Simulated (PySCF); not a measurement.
C7H11O3P.
Numbering: `[O:1]=[P@@H:2]([CH2:3][CH2:4][CH2:5][OH:6])[c:7]1[cH:8][cH:9][cH:10][o:11]1`

Definitions: NICS(0) = −σiso at the ring centroid; NICS(1) = −σiso and NICS(1)zz = −σzz at ±1 Å along the ring normal z. Level: GIAO PBE0/pcSseg-1 (PySCF, non-relativistic, gas phase) on the GFN2-xTB geometry, one conformer.

Ring bond lengths (Å), with Mayer bond orders in brackets: C7–C8 1.368 (1.57), C8–C9 1.413 (1.27), C9–C10 1.362 (1.59), C10–O11 1.339 (1.10), O11–C7 1.354 (1.01).

Problem. Give the NICS values of each ring in ppm.

Solution. 
```tsv
ring	type	NICS(0)	NICS(1), two faces	NICS(1)zz, two faces	rms pucker (Å)	centre to ring atoms, mean (Å)
C7–C8–C9–C10–O11	5-membered ring with O; formal bonds all aromatic	-12.0	-10.6 / -10.7	-26.7 / -27.6	0.00	1.16
```

Problem. What can be read from them?

Solution. 
- C7–C8–C9–C10–O11: mean NICS(1)zz -27.2 ppm, shielded. For a flat ring without four-coordinate atoms the NICS criterion counts such a value as aromatic.

Problem. And the bond-length index? HOMA = 1 − mean of α(R − Ropt)² over the ring bonds, with Krygowski's 1993 parameters (CC: Ropt 1.388 Å, α 257.7 Å⁻²; CO: Ropt 1.265 Å, α 157.38 Å⁻²).

Solution. 
- C7–C8–C9–C10–O11: HOMA 0.49; the largest term is that of O11–C7, α(R − Ropt)² = 1.23.

Problem. At the first NICS(1) probe listed for ring C7–C8–C9–C10–O11, 1 Å off the ring, what do the in-plane components average?

Solution. The isotropic value is a third of the trace: (3 × -10.6 − (-26.7))/2 = -2.5 ppm.

Problem. What are the shieldings of the ring atoms and their hydrogens in the same run (means over atoms taken as equivalent)?

Solution. 
| atoms | environment | σ isotropic (ppm) |
| --- | --- | --- |
| C7 | substituted aromatic carbon | 25.5 |
| C8 | aromatic CH carbon | 62.2 |
| C9 | aromatic CH carbon | 69.5 |
| C10 | aromatic CH next to a ring oxygen | 36.4 |
| O11 | furan-type oxygen | 34.2 |
| H on C8 | aromatic hydrogen | 24.38 |
| H on C9 | aromatic hydrogen | 24.97 |
| H on C10 | aromatic hydrogen | 24.06 |

Rough CPU time on one thread of a shared machine: about 2.9 min. This is the whole shielding run at PBE0/pcSseg-1, SCF included.
